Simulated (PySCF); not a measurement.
The numbers are results of PBE-D3(BJ)/def2-TZVP (PySCF), not measurements. All species are isolated molecules in the gas phase. One relaxed conformer stands for a flexible species; it need not be the lowest. Excitations are Tamm–Dancoff values on a coarser integration grid. The basis has no diffuse functions, so Rydberg states are missing or too high.

Reference species (SMILES): `[NH2][Ga]([NH2])[NH2]` (neutral, multiplicity 1).

```
Property                  Result
----------------------  --------
S1 oscillator strength     0.012
HOMO                    -5.43 eV
S1 excitation (TDA)      4.79 eV
```

Changed species: `[Cl][Ga]([NH2])[NH2]` (2 of 3 Cl replaced by NH2; the reference has 3 of 3 Cl replaced by NH2).

Problem. What does the change do to the S1 oscillator strength, HOMO and S1 excitation (TDA)?

Solution. the S1 oscillator strength is nearly the same; the HOMO falls by 0.62 eV, to -6.05 eV; the S1 excitation (TDA) increases by 0.08 eV, to 4.87 eV.
